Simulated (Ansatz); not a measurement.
`OB(O)C12CC3CC(CC(C3)C1)C2`. Charge 0, multiplicity 1. Geometry PBE-D4/def2-SVP, basis def2-TZVP, Ansatz.

```csv
run,HOMO (eV),LUMO (eV)
A,-6.02,-0.68
B,-6.41,-0.47
C,-7.11,-0.21
D,-6.23,0.03
E,-7.27,0.19
```

B3LYP takes the VWN-RPA correlation.

Problem. The runs used B3LYP, B97M-V, PBE, PBE0, r2SCAN. Estimate which is which.

Solution. A PBE (0 % exact exchange); B B97M-V (0 % exact exchange); C B3LYP (20 % exact exchange); D r2SCAN (0 % exact exchange); E PBE0 (25 % exact exchange). Exact exchange lowers occupied and raises empty levels; among semilocal functionals meta-GGAs tend to open the gap a little, and such runs are hard to tell apart. The gap grows from 5.35 eV (PBE) to 7.45 eV (PBE0).
